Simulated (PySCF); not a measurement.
Ga(H)(Cl)(OH) (ClGaH2O), SMILES [GaH]([Cl])[OH]. Heavy atoms are numbered as in [GaH:1]([Cl:3])[OH:4]. Hydrogens are named by the atom that carries them.

The structure is a stationary point at PBE0-D3(BJ)/def2-TZVP. The values are those of a single conformer.

All values below come from KT2/pcSseg-2 run with PySCF.

GIAO shieldings, no solvent; atoms alike by connectivity are averaged. δ = σ(ref) − σ: ¹H against TMS (σ = 31.47 ppm); ³⁵Cl against HCl (σ = 945.0 ppm); ¹⁷O against H2O (σ = 324.0 ppm), references at their B3LYP-D3(BJ)/def2-TZVP geometries, non-relativistic (without spin–orbit terms, shifts of atoms bonded to Cl or Br come out too high).

```json
[
 {"atoms": "H on Ga1", "nucleus": "¹H", "count": "1", "δ (ppm)": "6.55"},
 {"atoms": "H on O4", "nucleus": "¹H", "count": "1", "δ (ppm)": "…"},
 {"atoms": "Cl3", "nucleus": "³⁵Cl", "count": "1", "δ (ppm)": "…"},
 {"atoms": "O4 (OH)", "nucleus": "¹⁷O", "count": "1", "δ (ppm)": "128.0"}
]
```

Q: Some entries are withheld; supply them. (The exact figures need the calculation; the answer reports its results.)

A: 
- Cl3, δ (ppm): 78.7
- H on O4, δ (ppm): 3.65
